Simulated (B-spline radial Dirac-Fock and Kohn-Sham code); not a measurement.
# Re³⁹⁺: scattering cross sections and density moments

System: Re³⁹⁺, 1s2 2s2 2p6 3s2 3p6 3d10 4s2 4p6.

Input file task.json (cfg lists n, l and occupation; rrms is the nuclear radius in fm):

```json
{"items": [{
  "Z": 75,
  "q": 39,
  "cfg": [[1, 0, 2], [2, 0, 2], [2, 1, 6], [3, 0, 2], [3, 1, 6], [3, 2, 10], [4, 0, 2], [4, 1, 6]],
  "A": 187,
  "rrms": 5.3698,
  "do": ["scatter"],
  "s": [0.0, 0.04, 0.05, 0.06, 0.08, 0.1, 0.13, 0.16, 0.21, 0.27, 0.34, 0.44, 0.56, 0.72, 0.92, 1.17, 1.5, 1.92, 2.45, 3.13, 4.0, 5.12, 6.54],
  "pz": [0, 0.1, 0.2, 0.3, 0.4, 0.5, 0.6, 0.8, 1.0, 1.2, 1.4, 1.6, 1.8, 2.0, 2.5, 3.0, 4.0, 5.0, 7.0, 10.0, 15.0, 20.0, 30.0, 40.0, 60.0, 100.0],
  "hv_scatter": [1000, 5000, 10000, 17479.3, 30000, 200000, 500000, 1000000]
}]}
```

Command: `python xray_run.py task.json out`

Method: relativistic Hartree-Fock (Dirac-Fock) wave functions, averaged over the configuration. Computed with a B-spline atomic structure program.

* Sum of ⟨r⟩: 7.139 bohr
* Sum of ⟨r²⟩: 2.236 bohr²
* Sum of ⟨1/r⟩: 493.11 per bohr
* Langevin diamagnetic susceptibility: -1.77 × 10⁻⁶ cm³/mol
* Lamb shielding (α²/3)Σ⟨1/r⟩: 8753 ppm

Coherent scattering is the Thomson cross section weighted by f₀², without anomalous dispersion; incoherent scattering is Klein-Nishina weighted by S. The Lamb formula is the non-relativistic shielding expression. Electron correlation is left out. A dash stands where the photon energy is too low for the impulse approximation behind that column.

```csv
hν (keV),coherent (b),incoherent (b),incoherent per electron (b)
1,859.6,–,–
5,802.5,–,–
10,665.8,2.495,0.0693
17.4793,464.5,5.069,0.141
30,269.1,8.132,0.226
200,14.11,12.76,0.354
500,2.605,9.965,0.277
1000,0.6817,7.472,0.208
```

Incoherent scattering overtakes coherent scattering between 200 and 500 keV.
